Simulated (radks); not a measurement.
Fractional charge and spin in the 5s shell of promethium: the spin-up occupation runs from 0 to 1 and the spin-down occupation from 0 to 1; the fullest corner is Pm2+, [Kr] 4d10 4f(up 2.5, down 2.5) 5p6 5s(up 1, down 1). Method: scalar-relativistic Kohn-Sham, r2SCAN, spin-polarised, spherical densities, finite nucleus; meta-GGA in the generalised Kohn-Sham scheme; Fermi nuclear charge, rms radius of each element as measured or else 0.836 A^(1/3) + 0.57 fm; computed with a radial shooting solver on a logarithmic mesh with Libxc functionals. Energy (eV) above the fullest corner. The planes named below are the two flat planes that join the four corners, with an edge along up + down = one added electron.

\begin{tabular}{lrrrrr}
down \ up & 0 & 0.25 & 0.5 & 0.75 & 1 \\ \hline
0 & 139.088 & 118.647 & 99.034 & 80.248 & 62.283 \\
0.25 & 118.647 & 99.149 & 80.469 & 62.603 & 45.547 \\
0.5 & 99.034 & 80.469 & 62.710 & 45.753 & 29.593 \\
0.75 & 80.248 & 62.603 & 45.753 & 29.693 & 14.414 \\
1 & 62.283 & 45.547 & 29.593 & 14.414 & 0.000 \\
\end{tabular}

Corners above the fullest one (they belong to Pm3+ and the next ion): (up 1, down 0) 62.283 eV, (up 0, down 1) 62.283 eV, (up 0, down 0) 139.09 eV. With half an added electron in each spin the energy lies 0.427 eV from the planes, and with half an added electron in spin up alone -1.651 eV. The planes are only a guide here: the flat-plane condition holds for ground states with one frontier orbital, while this shell lies below other occupied shells, so the corners above the fullest one are inner-hole states and not the ground states of those ions.
